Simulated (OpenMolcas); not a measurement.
# How basis sets differ on C2H6AlCl (SMILES [CH3][Al]([CH3])[Cl])

C2H6AlCl: 10 atoms, total charge 0, spin state singlet. SMILES: `[CH3][Al]([CH3])[Cl]`. The coordinates come from a PBE0-D4/def2-TZVP relaxation.

Quantity: the dipole moment, in D. The values are calculated.

```csv
level,kind,program,value (D),CPU time
HF/ANO-RCC-MB (DKH2),Hartree–Fock,OpenMolcas,2.94,8.3 s
HF/STO-3G,Hartree–Fock,OpenMolcas,3.16,2.5 s
HF/3-21G,Hartree–Fock,OpenMolcas,3.34,1.9 s
HF/cc-pVDZ,Hartree–Fock,OpenMolcas,2.29,8 s
```

The values span 2.29 to 3.34 D. Magnitudes only. Sets without polarisation functions give poor dipoles. Times are those of the runs behind each value, whatever else they computed, on shared processors of several kinds: orders of magnitude only.
